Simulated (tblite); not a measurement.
Record of a relaxation.

C6H9O2 (doublet state).
SMILES with atom numbers: `[CH3:1][O:2][CH2:3][C@H:4]([O:5])[C:6]1=[CH:7][CH2:8]1` (hydrogens: H9, H10, H11 on C1; H12, H13 on C3; H14 on C4; H15 on C7; H16, H17 on C8)
Bond orders are those of one Lewis drawing.

Computed with GFN2-xTB (tblite), gas phase: L-BFGS steps from a force-field or distance-geometry start until the largest atomic force falls under 0.01 eV/Å. 4 of its 68 geometries are shown.

Step 0: E = -689.8723 eV, largest atomic force 4.377 eV/Å
```
atom  x, y, z in Å  |  force x, y, z in eV/Å
C1      2.819    0.293   -0.370    1.663   0.745   0.855
O2      1.786    0.628   -1.228    0.612   0.626  -0.374
C3      0.544    0.190   -0.899   -1.234  -1.104  -2.694
C4     -0.023    0.675    0.384   -0.889   0.362   4.270
O5      0.668    0.324    1.533   -0.314   0.305  -1.874
C6     -1.427    0.119    0.530    0.359  -1.164   1.338
C7     -2.270   -0.633    1.240    1.533  -0.005   0.497
C8     -2.806    0.018    0.028   -1.154   0.256  -1.112
H9      3.785    0.713   -0.780   -0.978  -0.447  -0.021
H10     2.963   -0.786   -0.194   -0.345   0.329  -0.020
H11     2.717    0.847    0.612   -0.344  -0.796  -0.446
H12    -0.165    0.591   -1.698    0.782  -0.266   0.529
H13     0.453   -0.919   -0.987    0.237   0.229   0.456
H14    -0.110    1.790    0.382    0.075  -0.164  -0.360
H15    -2.488   -1.278    2.105    0.258   0.745  -1.030
H16    -3.429    0.900    0.205   -0.156  -0.248  -0.599
H17    -3.024   -0.600   -0.872   -0.106   0.596   0.584
```

Step 22: E = -690.6159 eV, largest atomic force 0.161 eV/Å
```
atom  x, y, z in Å  |  force x, y, z in eV/Å
C1      2.767    0.299   -0.382    0.048  -0.045   0.017
O2      1.734    0.767   -1.202   -0.014  -0.070   0.003
C3      0.533    0.175   -0.916   -0.088  -0.037   0.020
C4     -0.041    0.733    0.499    0.100   0.063   0.004
O5      0.811    0.481    1.459    0.090  -0.048   0.022
C6     -1.360    0.078    0.619    0.007  -0.069   0.043
C7     -2.226   -0.662    1.250    0.013   0.070  -0.004
C8     -2.732    0.049    0.022   -0.034  -0.014  -0.016
H9      3.699    0.746   -0.717   -0.010   0.105   0.044
H10     2.825   -0.793   -0.421    0.099  -0.051  -0.017
H11     2.524    0.575    0.665    0.004  -0.035   0.001
H12    -0.179    0.420   -1.700   -0.080   0.111  -0.037
H13     0.625   -0.910   -0.798   -0.003  -0.082   0.036
H14    -0.195    1.817    0.319   -0.055   0.137  -0.064
H15    -2.503   -1.300    2.050    0.009  -0.032   0.013
H16    -3.362    0.923    0.116   -0.085   0.061   0.037
H17    -2.927   -0.526   -0.873   -0.001  -0.065  -0.102
```

Step 45: E = -690.6516 eV, largest atomic force 0.041 eV/Å
```
atom  x, y, z in Å  |  force x, y, z in eV/Å
C1      2.764    0.263   -0.389    0.002   0.004   0.005
O2      1.721    0.702   -1.214    0.001   0.016   0.005
C3      0.504    0.153   -0.900   -0.007   0.002  -0.003
C4     -0.033    0.781    0.498    0.014  -0.005  -0.011
O5      0.827    0.531    1.455    0.007   0.005   0.005
C6     -1.359    0.138    0.642   -0.011  -0.006  -0.030
C7     -2.204   -0.642    1.251   -0.034   0.003  -0.016
C8     -2.723    0.056    0.020    0.011   0.011  -0.015
H9      3.637    0.873   -0.607    0.013  -0.003   0.000
H10     2.976   -0.801   -0.539    0.012   0.000   0.001
H11     2.433    0.401    0.666   -0.008  -0.005   0.012
H12    -0.204    0.417   -1.685   -0.021  -0.008  -0.004
H13     0.558   -0.932   -0.747   -0.003  -0.005  -0.006
H14    -0.171    1.865    0.281    0.009   0.005   0.006
H15    -2.464   -1.310    2.034    0.010   0.005   0.013
H16    -3.399    0.900    0.112    0.019  -0.036   0.004
H17    -2.870   -0.521   -0.888   -0.013   0.016   0.034
```

Step 67: E = -690.6526 eV, largest atomic force 0.010 eV/Å
```
atom  x, y, z in Å  |  force x, y, z in eV/Å
C1      2.766    0.268   -0.381    0.002  -0.001   0.000
O2      1.729    0.708   -1.214    0.001   0.002   0.003
C3      0.510    0.153   -0.913    0.004  -0.003  -0.005
C4     -0.032    0.769    0.484   -0.002   0.000   0.002
O5      0.824    0.512    1.446   -0.001   0.005  -0.002
C6     -1.360    0.129    0.628    0.003   0.000   0.005
C7     -2.206   -0.633    1.257    0.005  -0.005   0.001
C8     -2.732    0.055    0.025    0.004   0.005  -0.002
H9      3.637    0.886   -0.580   -0.001   0.004   0.001
H10     2.991   -0.792   -0.540   -0.003  -0.002  -0.002
H11     2.417    0.389    0.672    0.002   0.001  -0.002
H12    -0.195    0.420   -1.700    0.000  -0.001   0.001
H13     0.566   -0.933   -0.770    0.000  -0.003  -0.004
H14    -0.168    1.855    0.278    0.005  -0.002   0.002
H15    -2.456   -1.288    2.054   -0.007   0.001   0.003
H16    -3.397    0.906    0.118   -0.009   0.003   0.001
H17    -2.902   -0.530   -0.873   -0.001  -0.004  -0.003
```

**Question.** Summarise the path.

**Answer.** The energy falls by 75.29 kJ/mol from step 0 to step 67; nine tenths of that is first reached at step 14. It falls at every step. The largest force goes from 4.377 to 0.010 eV/Å. Among the bonds C3–C4 changes most, from 1.485 to 1.620 Å; the atoms move by 0.215 Å rms after alignment.

What follows is the cost of the whole relaxation. Time: 0.4 s. Hardware: one thread, Arm Neoverse V1 (aarch64), on a shared host.
